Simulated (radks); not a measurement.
Li, 3 electrons, occupied as 1s1 2s1 2p1 (not the ground configuration). Method: Dirac Kohn-Sham, LDA (Slater exchange, Perdew-Zunger correlation), spin-unpolarised, spherical densities, finite nucleus; open shells are shared between the two j in proportion to 2j + 1; Fermi nuclear charge, rms radius 2.444 fm; computed with a radial shooting solver on a logarithmic mesh with Libxc functionals.

Unscreened Slater integrals over Kohn-Sham orbitals (eV). Large and small components are both included. Empty in this configuration: 3s1/2.

| integral | value |
|---|---|
| F0(2p3/2,2p3/2) | 8.2905 |
| F2(2p3/2,2p3/2) | 3.7760 |
| F0(2p3/2,2p1/2) | 8.2912 |
| G2(2p3/2,2p1/2) | 3.7761 |
| F0(2p3/2,2s1/2) | 8.3606 |
| G1(2p3/2,2s1/2) | 5.1491 |
| F0(2p3/2,1s1/2) | 11.835 |
| G1(2p3/2,1s1/2) | 1.2031 |
| F0(2p3/2,3s1/2) | 2.8652 |
| G1(2p3/2,3s1/2) | 0.20466 |
| F0(2p1/2,2p1/2) | 8.2918 |
| F0(2p1/2,2s1/2) | 8.3613 |
| G1(2p1/2,2s1/2) | 5.1493 |
| F0(2p1/2,1s1/2) | 11.837 |
| G1(2p1/2,1s1/2) | 1.2035 |
| F0(2p1/2,3s1/2) | 2.8652 |
| G1(2p1/2,3s1/2) | 0.20464 |
| F0(2s1/2,2s1/2) | 8.4819 |
| F0(2s1/2,1s1/2) | 11.973 |
| G0(2s1/2,1s1/2) | 0.85891 |
| F0(2s1/2,3s1/2) | 2.8719 |
| G0(2s1/2,3s1/2) | 0.15223 |
| F0(1s1/2,1s1/2) | 48.534 |
| F0(1s1/2,3s1/2) | 3.1231 |
| G0(1s1/2,3s1/2) | 0.067614 |
| F0(3s1/2,3s1/2) | 2.0913 |
